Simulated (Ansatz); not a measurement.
# One arrangement of a pair

The pair of Li⁺ (SMILES [Li+], atom 1) and BH$_{3}$O$_{3}$ (SMILES OB(O)O, atoms 2–8), both closed shells, in one local arrangement (a lower one may exist), relaxed at PBE0-D4/def2-TZVP:

```xyz
8
angstrom
Li -0.7977 0.5477 -1.9635
O -1.0131 0.6632 -0.0338
B 0.1361 -0.0910 0.1516
O 0.6225 -0.3927 -1.1090
O 0.7449 -0.5038 1.2594
H -1.5121 0.9797 0.7223
H 1.4266 -0.9183 -1.1523
H 0.3927 -0.2848 2.1252
```

Ansatz 0.2.0; basis: def2-TZVPPD, with def2-QZVPPD for the basis limit; cores frozen in the correlated methods. The outer core shell of Li, Na, Mg and K is correlated. B3LYP uses VWN-RPA correlation. Extrapolation: Hartree–Fock as exp(−7.88 √X), correlation as X^−2.97. Interaction energies count from these two fragments, frozen as in the pair, with the counterpoise correction; negative means bound.

Problem. What is the interaction energy by CCSD(T) at an estimated basis limit (MP2 extrapolated from triple and quadruple zeta, plus CCSD(T) − MP2 in triple zeta)? (Judge from chemistry; the value comes from the calculation.)

Solution. The calculation gives: -213.0 kJ/mol. Hartree–Fock alone gives -221.5 kJ/mol at the basis limit. It counts from the two fragments frozen as in the pair.

The same quantity by other methods in triple zeta, and each one's difference from that estimate:
```csv
method,E_int (kJ/mol),difference
PBE-D4,-212.1,0.9
revPBE-D4,-205.5,7.5
BLYP-D4,-212.8,0.1
r2SCAN-D4,-209.0,4.0
B97M-V,-210.2,2.8
PBE0-D4,-217.4,-4.4
B3LYP-D4,-218.8,-5.8
HSE06-D4,-217.2,-4.3
wB97X-V,-214.5,-1.5
wB97M-V,-215.3,-2.3
B2PLYP,-215.1,-2.1
HF,-218.7,-5.7
MP2,-206.1,6.9
CCSD,-209.0,4.0
CCSD(T),-206.7,6.3
```
Differences are method less estimate.

Energy to bend the free fragments (PBE0-D4 minima) into their shapes in the pair, CCSD(T)/def2-TZVPPD: BH$_{3}$O$_{3}$ 17.6 kJ/mol. This must be added to the interaction energy to get the binding energy from relaxed fragments.

Basis-set superposition shift (counterpoise-corrected less uncorrected): CCSD(T) 2.1; MP2 1.9; HF 0.1; PBE0-D4 0.2; wB97M-V 0.3 kJ/mol.

No T1 diagnostic of these runs exceeds 0.013.

For scale, one of the runs: CCSD(T)/def2-TZVPPD, 230 basis functions, launched by `ansatz run in.yaml --threads 4 --pin off --events-out ev --progress --plain --max-ram 9574MiB`. The run took 64 s on 4 CPU threads of an Arm Neoverse V2 (shared host), with 4.3 GiB of host memory at its peak.
